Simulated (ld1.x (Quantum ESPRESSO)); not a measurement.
**Er: excitation energies, all-electron against PAW**

ld1.x (Quantum ESPRESSO) 7.5 input, shortened:

```
&input
   title='Er', zed=68., rel=1, dft='PZ', iswitch=3,
   config='[Xe] 4f12 5d0 6s1.5 6p0.5'
 /
 &inputp
   pseudotype=3, lpaw=.true., tm=.true., lloc=-1, rcloc=2.75,
   nlcc=.true., rcore=0.60,
   which_augfun='BESSEL', rmatch_augfun=0.75
 /
8
5S  1  0   2.00   0.00  1.60  1.90  0.0
6S  2  0   1.50   0.00  1.60  1.90  0.0
5P  2  1   6.00   0.00  2.00  2.15  0.0
6P  3  1   0.50   0.00  2.00  2.15  0.0
5D  3  2   0.00   0.00  2.90  3.35  0.0
5D  3  2   0.00   0.50  2.90  3.35  0.0
4F  4  3  12.00   0.00  0.95  1.30  0.0
4F  4  3   0.00   1.60  0.95  1.30  0.0
 &test
   configts(1)='4f12 5s2 5p6 5d0 6s1.5 6p0.5'
 /
```

Energies are relative to the spin-unpolarised reference configuration 4f12 5s2 5p6 5d0 6s1.5 6p0.5; without spin polarisation the order of configurations can differ from experiment. Spin-polarised rows fill each open shell by Hund’s rule, majority spin first. The frozen-core shift is the all-electron ΔE with the core orbitals held at their reference shape minus the fully relaxed ΔE.

(1) Give the all-electron excitation energy and the error of the potential for: 4f12 5s2 5p6 5d0 6s2 6p0; 4f12 5s2 5p6 5d0 6s1 6p0; 4f12 5s2 5p6 5d0 6s0 6p0; 4f12 5s2 5p5 5d0 6s2 6p0; 4f12 5s2 5p6 5d0 6s1 6p1; 4f12 5s1 5p6 5d0 6s2 6p0; 4f12 5s2 5p6 5d1 6s1 6p0; 4f12 5s2 5p6 5d0 6s1.5 6p0.5 (spin-polarised); 4f12 5s2 5p6 5d0 6s2 6p0 (spin-polarised).

Answers

(1)

```csv
valence configuration,charge,ΔE all-electron (eV),error AE − PS (meV),frozen-core shift (meV)
4f12 5s2 5p6 5d0 6s2 6p0,0,-1.426,+0.7,-0.7
4f12 5s2 5p6 5d0 6s1 6p0,+1,5.179,-1.1,+2.6
4f12 5s2 5p6 5d0 6s0 6p0,+2,17.345,+4.8,+8.6
4f12 5s2 5p5 5d0 6s2 6p0,+1,30.571,-40,+42
4f12 5s2 5p6 5d0 6s1 6p1,0,1.481,-0.5,+0.8
4f12 5s1 5p6 5d0 6s2 6p0,+1,56.649,-1.1,+51
4f12 5s2 5p6 5d1 6s1 6p0,0,1.533,+32,+1.3
4f12 5s2 5p6 5d0 6s1.5 6p0.5 (spin-polarised),0,-0.819,-1.5,+1.9
4f12 5s2 5p6 5d0 6s2 6p0 (spin-polarised),0,-2.132,-0.5,+1.1
```

A variational frozen-core shift is positive and of second order in the change. This column holds negative values, so the frozen-core run of ld1.x carries numerical noise or an error of first order here, and the column gives no more than the rough size of the effect.
